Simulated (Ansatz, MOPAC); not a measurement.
Dissociation curve of ClBe (cation, charge +1), lowest triplet found (which spin is the ground state isn't settled by this scan).

Methods: FCI = full CI/cc-pVDZ, frozen core (Ansatz, an electronic-structure program); ROCCSD(T) = CCSD(T) on ROHF/cc-pVDZ, frozen core run with Ansatz; PM3, unrestricted, heats of formation (MOPAC).

Energies are in eV, each relative to the lowest point of its own curve between 1.71 and 2.47 Å, where full CI is lowest.

```csv
R / Å,FCI,ROCCSD(T),PM3
1.41,5.140,5.139,2.467
1.54,2.615,2.614,___
1.63,1.563,1.562,0.541
1.71,0.941,0.940,0.276
1.81,0.450,0.450,___
1.89,0.217,0.217,0.027
1.93,0.139,0.139,0.009
2.01,0.042,0.042,0.000
2.04,0.022,0.022,0.006
2.12,0.000,0.000,0.049
2.22,0.021,0.021,0.161
2.37,0.112,0.111,0.454
2.47,0.192,0.191,___
2.70,0.391,0.390,___
2.91,0.559,0.556,1.845
3.19,0.737,0.732,___
3.47,0.861,0.855,2.213
3.88,0.973,0.966,2.192
4.32,—,1.033,2.164
4.96,—,1.084,___
5.77,—,1.112,2.138
6.70,—,1.124,2.138
```

**Question.** Some entries are withheld; supply them.

**Answer.** 
- 1.54, PM3: 1.055
- 1.81, PM3: 0.097
- 2.47, PM3: 0.718
- 2.70, PM3: 1.377
- 3.19, PM3: 2.147
- 4.96, PM3: 2.145

Dashes: no converged value, or the column stops at the first point that the program doubted or that broke a chosen test of continuity, which isn't proof of a fault.
